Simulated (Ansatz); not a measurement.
Calculated with Ansatz (gas phase, PBE0-D4/def2-TZVP geometries, no zero-point term in ΔE). CCSD(T)/CBS adds triple-zeta CCSD(T) − MP2 to the extrapolated MP2 energy (def2 sets, frozen cores). Functionals use def2-TZVPP. HSE06 is defined as in plane-wave codes.

Consider the formal exchange of groups at the Si–Si bond: `[SiH3][SiH]1B[SiH2]1` + `CC(F)F` → `FC(F)[SiH3]` + `C[SiH]1B[SiH2]1`.

Task: Is it downhill or uphill in electronic energy at CCSD(T)/CBS, and by how much? (Estimate.)

Result: Computed: Uphill: ΔE = +9.8 kcal/mol.

Task: What do these levels give: revPBE-D4, B97M-V, PBE0-D4, HSE06-D4, B2PLYP, r2SCAN, r2SCAN0, HSE06, BHLYP, CCSD(T)/def2-SVP, MP2/def2-TZVPP, SCS-MP2/def2-TZVPP? (Best estimate.)

Result: The calculation gave: revPBE-D4 9.7, B97M-V 11.6, PBE0-D4 11.4, HSE06-D4 11.4, B2PLYP 8.3, r2SCAN 10.1, r2SCAN0 10.8, HSE06 11.2, BHLYP 8.7, CCSD(T)/def2-SVP 13.0, MP2/def2-TZVPP 9.0, SCS-MP2/def2-TZVPP 8.5 kcal/mol.

Task: What do rigid-rotor, harmonic-oscillator terms from PBE0-D4/def2-TZVP frequencies (298.15 K, 1 bar) make of the CCSD(T)/CBS value? (Best estimate.)

Result: Ansatz gave: ΔZPE = -1.4 kcal/mol, ΔH = +8.6 kcal/mol, ΔS = 7 J/(mol·K), ΔG = +8.1 kcal/mol.

Largest T1 diagnostic among the species: 0.016.

From BLYP to BHLYP (50 % exact exchange), in def2-TZVPP and without D4, ΔE moves by +2.1 kcal/mol. Leaving LDA and LC-ωPBE aside and taking each functional with its dispersion term where it has one, the values, not all of them listed here, spread over 4.8 kcal/mol, from BLYP-D4 to B97M-V. LDA lies +1.4 kcal/mol from PBE without D4.
